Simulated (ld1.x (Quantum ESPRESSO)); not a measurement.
Before and after: TM potential for selenium (Se)

Se (Z = 34), norm-conserving Troullier–Martins (Kleinman–Bylander form), made with ld1.x (Quantum ESPRESSO) 7.5 (PBE, scalar-relativistic). Core [Ar] 3d10, reference 4s1.5 4p4.5. Waves: 4p (bound): rc 1.85 bohr; 4d channel at 0.4 Ry: rc 1.95 bohr; 4s (bound): rc 1.30 bohr. Local part: the s channel. Core correction: none.

Change: wave 4p (bound): rc 1.85 bohr becomes 4p (bound): rc 1.44 bohr.

Cutoffs: the cutoffs (Ry, on a coarse ladder) from which the occupation-weighted sum of valence levels, in a spherical-Bessel basis at the reference potential, stays within 10 and 1 mRy of its value at 400 Ry; they do not see the model core or the augmentation charge, which bear on the density cutoff. Errors are all-electron minus pseudo energies relative to the spin-unpolarised reference configuration.

How do hardness, ghosts and transferability respond?

The potential gets neither clearly harder nor softer (40 Ry and 90 Ry → 45 Ry and 90 Ry); a bound ghost appears in p, which as a rule spoils a file; of the 7 tests that both files solve, the error grows in 2 and shrinks in 0 by more than 15 % and 0.3 meV (median size 3.7 → 4.3 meV).

| quantity | base | changed |
| --- | --- | --- |
| cutoff, loose | 40 Ry | 45 Ry |
| cutoff, tight | 90 Ry | 90 Ry |
| bound ghosts | none | p |
| error for 4s2 4p4, meV [ΔE -5.41 eV] | +1.4 | +1.4 |
| error for 4s2 4p3, meV [ΔE 5.43 eV] | -4.2 | -4.3 |
| error for 4s2 4p2, meV [ΔE 25.78 eV] | -25 | -27 |
| error for 4s1 4p5, meV [ΔE 5.47 eV] | +0.5 | +0.4 |
| error for 4s2 4p0, meV [ΔE 98.83 eV] | -59 | -72 |
| error for 4s0 4p6, meV [ΔE 16.55 eV] | +3.7 | +4.9 |
| error for 4s2 4p3.5, meV [ΔE -1.10 eV] | 0.0 | +0.1 |
| s: phases at 2.15 bohr within 0.05 rad from the reference energy up to (Ry; the scan ends near 5) | 3.1 | 3.1 |
| p: phases at 2.15 bohr within 0.05 rad from the reference energy up to (Ry; the scan ends near 5) | 4.7 | 4.7 |
| d: phases at 2.15 bohr within 0.05 rad from the reference energy up to (Ry; the scan ends near 5) | to the end of the scan | to the end of the scan |

 A true bound ghost makes a file unfit for plane-wave use even where its test errors are small: the radial tests pick states by their node count and pass the ghost by.
